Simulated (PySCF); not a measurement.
**How methods differ on the ionisation energy of Rh**

Rh [Kr] 4d8 5s1 (4F) → Rh⁺ [Kr] 4d8 (3F), as a difference of total energies. All numbers are calculated (PySCF 2.14, the spin-free X2C one-electron Hamiltonian (Gaussian nucleus), in aug-cc-pVTZ-DK (9s8p6d3f2g, 102 functions)). Correlated levels: valence: [Kr] frozen. The calculations carry no spin-orbit coupling.

```tsv
method	ionisation energy (eV)
UHF	6.314
LDA	8.140
PBE	7.846
PBE0	7.542
r2SCAN	7.721
wB97X	7.039
r2SCANh	7.638
B3LYP	7.728
MP2 (valence)	7.304
SCS-MP2 (valence)	7.070
```

Task: How much does correlation contribute at MP2 (valence)?

Result: 7.304 − (6.314) = 0.990 eV, measured against UHF.

Errors of the correlated levels include the incompleteness of this basis and the frozen core.

For comparison: 7.479 eV (measured; NIST levels, between the centres of gravity of the two terms).
